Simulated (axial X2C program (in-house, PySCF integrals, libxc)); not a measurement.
PmTe: the levels of the configuration f5 s0

Computed with an axial X2C code built on PySCF integrals: two-component X2C with atomic mean-field Coulomb and Gaunt terms, basis Pm dyall-v3z, Te dyall-v3z (cores contracted in-house). Orbitals come from Hartree–Fock averaged over the configuration Pm f5 s0; CI then distributes these electrons over the f, s shells of Pm.

R = 2.859 Å (near the minimum of the configuration average).

Lowest levels of this model:

```tsv
Ω	energy (cm⁻¹)	g∥	μ (D)	configuration
1/2	0	0.57	-13.81	100% f5
3/2	82	1.45	-13.77	100% f5
5/2	225	2.04	-13.68	100% f5
1/2	817	0.72	-13.77	100% f5
3/2	824	2.35	-13.77	100% f5
5/2	894	4.14	-13.72	100% f5
7/2	961	6.21	-13.68	100% f5
1/2	1756	1.02	-13.76	100% f5
3/2	1757	3.09	-13.76	100% f5
5/2	1782	5.21	-13.74	100% f5
7/2	1842	7.51	-13.70	100% f5
9/2	1885	9.92	-13.67	100% f5
1/2	2818	1.17	-13.76	100% f5
3/2	2819	3.52	-13.76	100% f5
5/2	2833	5.88	-13.74	100% f5
7/2	2871	8.29	-13.72	100% f5
9/2	2927	10.80	-13.68	100% f5
11/2	2958	13.40	-13.65	100% f5
7/2	4031	8.83	-13.73	100% f5
9/2	4074	11.40	-13.69	100% f5
11/2	4121	14.02	-13.66	100% f5
13/2	4152	16.75	-13.63	100% f5
9/2	5331	11.84	-13.70	100% f5
11/2	5358	14.53	-13.68	100% f5
13/2	5390	17.20	-13.64	100% f5
15/2	5451	19.96	-13.59	100% f5
11/2	10152	15.99	-13.75	100% f5
```

g∥ is the magnitude of 2⟨Lz + ge Sz⟩ for the +Ω component. μ is positive if the Te end is positive.

Q: From Ω and g∥ of the lowest level, whose 2⟨Lz + ge Sz⟩ is positive, find ⟨Sz⟩ and ⟨Lz⟩ (ge = 2.0023).

A: Ω = ⟨Lz⟩ + ⟨Sz⟩ = 1/2 and ⟨Lz⟩ + ge⟨Sz⟩ = 0.285, so ⟨Sz⟩ = -0.21 and ⟨Lz⟩ = 0.71.

Occupations of the active spinors in the lowest level by ω, shell by shell in order of energy: -7/2: 0.35; -5/2: 0.58 0.15; -3/2: 0.57 0.14; -1/2: 0.39 0.17 0.00; 1/2: 0.55 0.13 0.00; 3/2: 0.63 0.13; 5/2: 0.60 0.25; 7/2: 0.37. The leading determinant has weight 0.14 among 447.

This point took 5.2 s on 1 thread of Arm Neoverse V1, on a shared host.

Dynamic correlation is missing, so gaps between terms are too wide and other configurations may lie lower; the lowest level listed is that of this model, not necessarily the ground state. At most 4 roots were kept for each Ω > 0 (twice that for Ω = 0) within 2.2 eV of the lowest, so higher up levels can be missing between those listed; levels with Ω > 0 are doubly degenerate and listed once, Ω = 0 levels singly. States that fill the shells left empty in the average are placed too high.
